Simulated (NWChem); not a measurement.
# NiH4O2F2, triplet; SMILES [F][Ni](<-[OH2])(<-[OH2])[F]

Not confirmed as a minimum by frequencies. The spin multiplicity was typed, not searched, and may not be the lowest.

Task: Give the equilibrium geometry at PBE0/def2-SVP, spin-unrestricted (NWChem) as an XYZ file, with the point group.

Result: point group C1; any orientation.
```
9

Ni     0.1588     0.0107     0.2506
F     -0.4477    -1.3509     1.3382
F      0.8930     1.6722    -0.0214
O     -1.3129     1.0183    -0.7998
H     -0.6318     1.7411    -0.7317
H     -2.0788     1.3094    -0.2902
O      0.4103    -1.6753    -0.8957
H     -0.2215    -1.7697    -1.6188
H     -0.0037    -2.0943    -0.0928
```
